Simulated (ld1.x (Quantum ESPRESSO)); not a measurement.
Before and after: TM potential for S

```
Element                 : sulfur
Generator               : ld1.x (Quantum ESPRESSO) 7.5
Type                    : norm-conserving Troullier–Martins (Kleinman–Bylander form)
Functional              : PBEsol
Relativity              : non-relativistic
Frozen core             : [Ne]
Valence charge          : 6
Reference configuration : 3s2 3p2 (charge +2)
Partial waves           : 3s (bound): rc 1.05 bohr; 3p (bound): rc 1.60 bohr; 3d channel at 0.45 Ry: rc 1.65 bohr
Local potential         : all-electron potential smoothed inside 1.60 bohr (lloc = -1)
Core correction         : a·sin(br)/r model core, default radius (core density twice the valence density)
```

Change: wave 3s (bound): rc 1.05 bohr becomes 3s (bound): rc 1.60 bohr.

Cutoffs: the cutoffs (Ry, on a coarse ladder) from which the occupation-weighted sum of valence levels, in a spherical-Bessel basis at the reference potential, stays within 10 and 1 mRy of its value at 400 Ry; they do not see the model core or the augmentation charge, which bear on the density cutoff. Errors are all-electron minus pseudo energies relative to the spin-unpolarised reference configuration.

Question: Predict the effect on cutoff, ghosts and configuration errors.

Answer: The potential gets softer (100 Ry and 200 Ry → 35 Ry and 55 Ry); of the 7 tests that both files solve, the error grows in 1 and shrinks in 0 by more than 15 % and 0.3 meV (median size 25.3 → 24.4 meV); neither file shows a bound ghost. A larger radius leaves more room for a smooth pseudo-wave, so fewer plane waves are needed.

```tsv
quantity	base	changed
cutoff, loose	100 Ry	35 Ry
cutoff, tight	200 Ry	55 Ry
loose cutoff by channel (10 mRy a level)	s 70 Ry, p 12 Ry	s 21 Ry, p 12 Ry
bound ghosts	none	none
error for 3s2 3p4, meV [ΔE -34.00 eV]	+35	+34
error for 3s2 3p3, meV [ΔE -22.25 eV]	+13	+13
error for 3s2 3p1, meV [ΔE 34.01 eV]	+25	+24
error for 3s2 3p0, meV [ΔE 80.77 eV]	+131	+125
error for 3s1 3p4, meV [ΔE -11.54 eV]	+8.4	+9.6
error for 3s1 3p5, meV [ΔE -23.85 eV]	+26	+28
error for 3s0 3p6, meV [ΔE -13.58 eV]	+15	+19
s: phases at 1.79 bohr within 0.05 rad from the reference energy up to (Ry; the scan ends near 5)	1.0	1.4
p: phases at 1.79 bohr within 0.05 rad from the reference energy up to (Ry; the scan ends near 5)	3.6	3.6
d: phases at 1.79 bohr within 0.05 rad from the reference energy up to (Ry; the scan ends near 5)	to the end of the scan	to the end of the scan
```
